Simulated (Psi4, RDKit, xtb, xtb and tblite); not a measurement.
Conformational energy of SMILES C(c1cccc(C(C)C)c1)#N. Scanned: dihedral C1–C2–C4–C5; all other coordinates were relaxed at GFN2-xTB. Heavy atoms are numbered in the order of the SMILES CC(C)c1cccc(C#N)c1, hydrogens after them in the order of the atoms that carry them; the mirror image has the same energies with the sign of each dihedral reversed.

Methods: GFN2-xTB (xtb and tblite); GFN1-xTB // GFN2-xTB (xtb); UFF // GFN2-xTB (RDKit); B3LYP-D3(BJ)/def2-SVP // GFN2-xTB (Psi4).

Energies relative to the lowest point of each profile, in kJ/mol:

```json
[
 {"φ / °": "-140", "GFN2-xTB": "10.4", "GFN1-xTB": "9.5", "UFF": "28.2"},
 {"φ / °": "-100", "GFN2-xTB": "2.5", "GFN1-xTB": "3.0", "UFF": "8.7"},
 {"φ / °": "-80", "GFN2-xTB": "1.1", "GFN1-xTB": "1.1", "UFF": "3.0"},
 {"φ / °": "-60", "GFN2-xTB": "0.1", "GFN1-xTB": "0.1", "UFF": "0.0"},
 {"φ / °": "-40", "GFN2-xTB": "1.3", "GFN1-xTB": "1.5", "UFF": "4.1"},
 {"φ / °": "-20", "GFN2-xTB": "2.8", "GFN1-xTB": "3.4", "UFF": "10.2"},
 {"φ / °": "60", "GFN2-xTB": "5.4", "GFN1-xTB": "5.6", "UFF": "17.4"},
 {"φ / °": "80", "GFN2-xTB": "2.1", "GFN1-xTB": "2.6", "UFF": "8.3"},
 {"φ / °": "100", "GFN2-xTB": "0.8", "GFN1-xTB": "0.9", "UFF": "2.5"},
 {"φ / °": "140", "GFN2-xTB": "1.0", "GFN1-xTB": "1.2", "UFF": "3.6"},
 {"φ / °": "160", "GFN2-xTB": "2.4", "GFN1-xTB": "3.0", "UFF": "9.8"},
 {"φ / °": "180", "GFN2-xTB": "6.2", "GFN1-xTB": "6.4", "UFF": "20.0"}
]
```

### Question
What does B3LYP-D3(BJ)/def2-SVP give at the same points?

### Answer
-140: 7.5; -100: 1.5; -80: 0.8; -60: 0.0; -40: 1.1; -20: 1.9; 60: 2.7; 80: 1.0; 100: 0.5; 140: 0.8; 160: 1.3; 180: 4.0 (kJ/mol).
